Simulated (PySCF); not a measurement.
PySCF 2.14 output of an unrestricted PBE0 calculation on a single atom or ion in cc-pV(T+d)Z, with the non-relativistic Hamiltonian (point nucleus):

```
SCF conv_tol = 1e-09
number electrons alpha = 9  beta = 9
    C. Adamo and V. Barone.,  J. Chem. Phys. 110, 6158 (1999)
    M. Ernzerhof and G. E. Scuseria.,  J. Chem. Phys. 110, 5029 (1999)
cycle= 1 E= -527.381109222684  delta_E= -0.00296  |g|= 0.0133  |ddm|= 0.139
cycle= 2 E= -527.381157248384  delta_E= -4.8e-05  |g|= 0.00833  |ddm|= 0.0417
cycle= 3 E= -527.381183897552  delta_E= -2.66e-05  |g|= 0.00113  |ddm|= 0.0123
cycle= 4 E= -527.381184124784  delta_E= -2.27e-07  |g|= 2.21e-05  |ddm|= 0.000734
cycle= 5 E= -527.38118412497  delta_E= -1.86e-10  |g|= 2.28e-07  |ddm|= 3.13e-05
converged SCF energy = -527.38118412497  <S^2> = -2.8421709e-14  2S+1 = 1
```

The run itself started from symmetry-adapted Hartree-Fock orbitals and held the occupation by maximum overlap, on a logarithmic radial grid, so the iterations belong to that start.

**Question.** Which element, charge and spin multiplicity is this?

**Answer.** Ar (argon, neutral), multiplicity 1; the state was [Ar], closed-shell 1S.
